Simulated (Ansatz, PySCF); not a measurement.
Gas-phase reaction (SMILES): CC(C)[Si](O)(O)O [trihydroxy(propan-2-yl)silane] + 2 C (CH4) + 3 [SiH4] (SiH4) -> 2 CC (C2H6) [ethane] + C[SiH3] + 3 O[SiH3] [hydroxysilane]; bond separation energy.

Geometries: B3LYP-D3(BJ)/def2-TZVP minima from Ansatz (a quantum-chemistry and plane-wave program), one conformer each, not searched for the lowest. Cores are frozen in the correlated levels unless marked. Spin-orbit coupling is left out. Non-relativistic. CBS(X,Y): correlation extrapolated as X^-3; Hartree-Fock from the larger set. The bracket is a focal-point correction in the basis named. Thermal terms are rigid-rotor harmonic-oscillator values from B3LYP-D3(BJ) frequencies (Ansatz or PySCF) at 298.15 K and 1 atm. 1 Eh = 627.5095 kcal/mol.

| species | E, RI-MP2/CBS(cc-pV(T+d)Z,cc-pV(Q+d)Z)+[CCSD(T)-MP2]/cc-pV(T+d)Z (Ansatz) (Eh) | E, wB97X-V/def2-TZVPD (Ansatz) (Eh) | H - E (Eh) |
|---|---|---|---|
| CC(C)[Si](O)(O)O | -634.95658 | -635.68460 | 0.14814 |
| C (CH4) | -40.46125 | -40.51531 | 0.04840 |
| CC (C2H6) | -79.71807 | -79.82947 | 0.07887 |
| C[SiH3] | -330.73641 | -331.17157 | 0.06602 |
| O[SiH3] | -366.68646 | -367.12513 | 0.04319 |
| [SiH4] (SiH4) | -291.46100 | -291.83995 | 0.03520 |

Question: Work out ΔE and ΔH at 298.15 K at the first level, then ΔH at the second.

Answer: 
1. ΔE = [2×(-79.71807) + (-330.73641) + 3×(-366.68646)] - [(-634.95658) + 2×(-40.46125) + 3×(-291.46100)] = 0.03015 Eh = 18.9 kcal/mol at RI-MP2/CBS(cc-pV(T+d)Z,cc-pV(Q+d)Z)+[CCSD(T)-MP2]/cc-pV(T+d)Z.
2. The terms H - E add up to 0.00279 Eh, so ΔH = (0.03015 + (0.00279))×627.5095 = 20.7 kcal/mol.
3. At wB97X-V/def2-TZVPD the same steps give ΔE = 18.3 and ΔH = 20.1 kcal/mol, a shift of -0.6 from the first level.
4. These values are not checked against measurement here, since the tables used lack a sound gas-phase enthalpy of formation for at least one species.
